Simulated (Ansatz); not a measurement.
Compare A (`C[SiH2][AsH2]`) with its isomer B (`[SiH3]C[AsH2]`).

Calculated with Ansatz (gas phase, PBE0-D4/def2-TZVP geometries, no zero-point term in ΔE). CBS: MP2 limit from def2 TZ/QZ plus the TZ coupled-cluster correction, frozen cores. DFT in def2-TZVPP. B3LYP here is the variant with VWN-RPA as its local correlation; programs differ in this. For As outer-core shells are correlated without core-valence functions, which leaves a few kJ/mol of doubt a bond. Scalar relativity is left out up to krypton.

A:

Z-matrix (Å, degrees):
```
C
Si 1 1.872
H 1 1.092 2 110.8
H 1 1.093 2 110.6 3 119.9
H 1 1.092 2 110.8 3 -120.1
As 2 2.369 1 109.4 3 62.6
H 2 1.489 1 110.4 3 179.9
H 2 1.488 1 110.3 3 -60.8
H 6 1.523 2 92.2 1 -74.6
H 6 1.522 2 92.5 1 -167.0
```

B:

Z-matrix (Å, degrees):
```
Si
C 1 1.867
H 1 1.487 2 109.7
H 1 1.491 2 111.7 3 120.3
H 1 1.487 2 109.7 3 -119.5
As 2 1.981 1 114.3 3 59.8
H 2 1.093 1 111.0 3 -60.9
H 2 1.093 1 111.0 3 -179.5
H 6 1.526 2 95.8 1 -45.9
H 6 1.526 2 95.8 1 46.2
```

(1) Which isomer does CCSD(T)/CBS put lower? Give the gap. (Best estimate.)

(2) Give E(B) − E(A) in kcal/mol with LDA (SPW92), HF/def2-TZVPP, B2PLYP, CCSD/def2-TZVPP, PBE0-D4, B3LYP, r2SCAN-D4. (An estimate is asked.)

(3) Does the order hold for the free energy at 298.15 K (harmonic terms from PBE0-D4)? (Estimate.)

Largest T1 diagnostic: 0.011.

## Answers

(1) The calculation gave: A, by 14.2 kcal/mol.

(2) Computed: LDA (SPW92) 15.6, HF/def2-TZVPP 13.8, B2PLYP 14.3, CCSD/def2-TZVPP 13.4, PBE0-D4 15.8, B3LYP 15.0, r2SCAN-D4 15.8. None reverses the order clearly.

(3) Computed: Yes: G(B) − G(A) = +13.3 kcal/mol.

Leaving LDA and LC-ωPBE aside and taking each functional with its dispersion term where it has one, the values, not all of them listed here, spread over 1.6 kcal/mol, from BLYP-D4 to r2SCAN0-D4. At CCSD(T), def2-SVP lies −0.7 kcal/mol from the extrapolated value and def2-TZVPP −0.9 kcal/mol.
